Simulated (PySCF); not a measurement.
**UHF on Ru (ruthenium, neutral)**

Configuration: [Kr] 4d6 5s1 6s1, high-spin 7D determinant (an excited configuration). Calculation: PySCF 2.14, in aug-cc-pVTZ-DK; the spin-free X2C one-electron Hamiltonian (Gaussian nucleus).

- Total energy: -4527.696483 hartree
- One-electron energy: -6234.1786 hartree
- Hartree (Coulomb) energy: 1838.8990 hartree
- Exchange energy: -132.4169 hartree
- ⟨S²⟩: 12.0030
- ⟨L²⟩: 6.030
- Sum of ⟨r⟩: 38.03 bohr
- Sum of ⟨r²⟩: 127.0 bohr²
- Traceless quadrupole moment −½Σ⟨3z² − r²⟩ along its main axis: -0.258 e·bohr²
- Langevin diamagnetic susceptibility: -101 ×10⁻⁶ cm³/mol

| shell | electrons | mean orbital energy (hartree) | spread (hartree) | rms radius, mean of both spins (bohr) |
| --- | --- | --- | --- | --- |
| 1s α | 1 | -817.30085 | 0 | 0.0384 |
| 1s β | 1 | -817.29915 | 0 | 0.0384 |
| 2s α | 1 | -120.71867 | 0 | 0.158 |
| 2s β | 1 | -120.67839 | 0 | 0.158 |
| 2p α | 3 | -107.94726 | 0.01023 | 0.140 |
| 2p β | 3 | -107.90966 | 0.00100 | 0.140 |
| 3s α | 1 | -22.77108 | 0 | 0.428 |
| 3s β | 1 | -22.74621 | 0 | 0.428 |
| 3p α | 3 | -18.45319 | 0.02072 | 0.432 |
| 3p β | 3 | -18.42741 | 0.01374 | 0.432 |
| 3d α | 5 | -11.51133 | 0.02478 | 0.419 |
| 3d β | 5 | -11.45575 | 0.03848 | 0.419 |
| 4s α | 1 | -3.85399 | 0 | 1.09 |
| 4s β | 1 | -3.60796 | 0 | 1.09 |
| 4p α | 3 | -2.57522 | 0.05478 | 1.21 |
| 4p β | 3 | -2.26758 | 0.04418 | 1.21 |
| 4d α | 5 | -0.71742 | 0.06475 | 1.69 |
| 4d β | 1 | -0.56889 | 0 | 1.69 |
| 5s α | 1 | -0.42062 | 0 | 3.18 |
| 6s α | 1 | -0.08516 | 0 | 9.23 |

The outer electron is Rydberg-like, and this basis confines it to a smaller radius and binds it less than a complete one would.

Densities and radii are taken from the X2C orbitals without a picture-change correction, which distorts them close to the nucleus.

Spin-orbit constants ζ (cm⁻¹) from the X2C one-electron operator on these orbitals: bare nucleus, nucleus screened by l(l+1)(2l+1)/3 electrons, and screened by the Breit-Pauli mean field of the electrons.

```csv
shell,bare,screened nucleus,mean field
2p,710700,678400,n/a
3p,122000,116400,n/a
3d,17550,13560,n/a
4p,17190,16410,n/a
4d,1438,1111,n/a
```

To first order the Landé constant is A = -185.2 cm⁻¹, so the lowest level has J = 5 and lies 0.138 eV below the centre of the term. This holds in LS coupling only.
